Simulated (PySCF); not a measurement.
# Radial density of Ne (neon, neutral)

M06-L, [Ne], closed-shell 1S. Calculation: PySCF 2.14, in Sapporo-DZP-2012 (4s3p1d, 18 functions); scalar relativity by spin-free X2C-1e.

| r (bohr) | 4πr²ρ (e/bohr) |
| --- | --- |
| 0.00301 | 0.06594 |
| 0.00507 | 0.1819 |
| 0.00853 | 0.4837 |
| 0.0143 | 1.211 |
| 0.0241 | 2.828 |
| 0.0406 | 5.756 |
| 0.0683 | 9.454 |
| 0.115 | 10.83 |
| 0.193 | 7.545 |
| 0.325 | 5.116 |
| 0.546 | 7.644 |
| 0.919 | 6.574 |
| 1.55 | 2.026 |
| 2.60 | 0.1898 |
| 4.37 | 3.287e-05 |

Densities and radii are taken from the X2C orbitals without a picture-change correction, which distorts them close to the nucleus.
